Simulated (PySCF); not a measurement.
CH6F2Si3, SMILES F[Si@@H]1C[Si@H](F)[SiH2]1. Atoms are numbered in the order given.

```xyz
12

F     -1.0463     0.9351    -1.8459
Si     0.3242     0.1164    -1.4400
C      1.1969     1.0042     0.0000
Si     0.3242     0.1164     1.4400
F     -1.0463     0.9351     1.8459
Si    -0.1804    -1.6977     0.0000
H      1.1337    -0.0321    -2.7003
H      2.2687     0.6968     0.0000
H      1.1628     2.1136     0.0000
H      1.1337    -0.0321     2.7003
H     -1.5241    -2.3688     0.0000
H      0.9258    -2.7245     0.0000
```

Geometry optimised at PBE-D3(BJ)/def2-SVP. The structure was generated by enumeration; whether it is a known compound was not checked.

All values below come from PBE-D3(BJ)/def2-SVP in PySCF.

Frequencies are harmonic and unscaled.

```
mode  ν (cm⁻¹)  IR (km/mol)  moving atoms (share of kinetic energy)
----  --------  -----------  --------------------------------------
1           52          0.6                   F 75 %, H 10 %, C 9 %
2          123          2.8                         F 59 %, Si 33 %
3          143          4.7                 H 39 %, F 33 %, Si 23 %
4          186          2.7                         F 55 %, Si 31 %
5          200          2.4         H 53 %, F 22 %, Si 13 %, C 12 %
6          321          6.8                 H 43 %, Si 42 %, F 10 %
7          374          3.9                  Si 73 %, H 15 %, C 9 %
8          380          3.9                         Si 79 %, H 19 %
9          451          5.7                         Si 76 %, H 22 %
10         527         22.1                         H 84 %, Si 12 %
11         551          1.7                  C 45 %, H 40 %, F 10 %
12         578          1.0                         H 80 %, Si 14 %
13         631         12.8                         H 83 %, Si 15 %
14         643          1.1                 H 51 %, C 35 %, Si 13 %
15         657         13.0                 H 51 %, C 33 %, Si 13 %
16         759        102.7                                  H 91 %
17         787         47.3                          H 78 %, F 15 %
18         803        285.5                 H 55 %, Si 21 %, C 18 %
19         821         14.0                 F 47 %, H 32 %, Si 21 %
20         859         26.2                                  H 89 %
21         884        169.9                 Si 45 %, F 37 %, H 16 %
22         915         47.5                 H 66 %, Si 24 %, F 10 %
23         959         85.4                          H 60 %, C 36 %
24        1289         19.4                           H 91 %, C 9 %
25        2133         50.1                                  H 97 %
26        2148        284.0                                  H 97 %
27        2154         60.0                                  H 97 %
28        2176         54.6                                  H 96 %
29        2973          0.8                                  H 94 %
30        3060          0.3                           H 91 %, C 9 %
```
